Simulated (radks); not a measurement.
Results of a calculation; reference values are marked as such.
Species: neutral sulfur. Configuration: [Ne] 3s2 3p4. Level of theory: scalar-relativistic Kohn-Sham, LDA (Slater exchange, VWN5 correlation), spin-polarised, spherical densities, finite nucleus; open shells are filled with parallel spins first; Fermi nuclear charge, rms radius 3.2611 fm; hard spherical wall at 15 bohr (a radial shooting solver on a logarithmic mesh with Libxc functionals).

Normalised radial functions P(r) = r R(r), r in bohr:

| r | 2s down | 3p up |
|---|---|---|
| 0.01379 | 0.3806 | 0.0062 |
| 0.0181 | 0.4635 | 0.0103 |
| 0.02357 | 0.5480 | 0.0167 |
| 0.03093 | 0.6298 | 0.0271 |
| 0.04028 | 0.6883 | 0.0426 |
| 0.05287 | 0.7028 | 0.0665 |
| 0.06939 | 0.6391 | 0.1007 |
| 0.09036 | 0.4700 | 0.1455 |
| 0.1186 | 0.1624 | 0.2026 |
| 0.1544 | -0.2587 | 0.2629 |
| 0.2027 | -0.7608 | 0.3165 |
| 0.2661 | -1.2157 | 0.3382 |
| 0.3465 | -1.4743 | 0.3016 |
| 0.4548 | -1.4528 | 0.1815 |
| 0.5969 | -1.1541 | -0.0254 |
| 0.7773 | -0.7333 | -0.2803 |
| 1.02 | -0.3472 | -0.5352 |
| 1.329 | -0.1207 | -0.6992 |
| 1.744 | -0.0265 | -0.7256 |
| 2.289 | -0.0034 | -0.6117 |
| 2.98 | -0.0002 | -0.4267 |
| 3.912 | 0.0000 | -0.2362 |
| 5.135 | 0.0000 | -0.1003 |
| 6.686 | 0.0000 | -0.0320 |
| 8.776 | 0.0000 | -0.0066 |
| 11.43 | 0.0000 | -0.0009 |
| 15 | 0.0000 | 0.0000 |

2s down: eigenvalue -210.46 eV, 1 radial node at r = 0.132 bohr, <r> = 0.481 bohr, 90 % of the charge inside 0.754 bohr. 3p up: eigenvalue -7.724 eV, 1 radial node at r = 0.580 bohr, <r> = 2.04 bohr, 90 % of the charge inside 3.24 bohr.
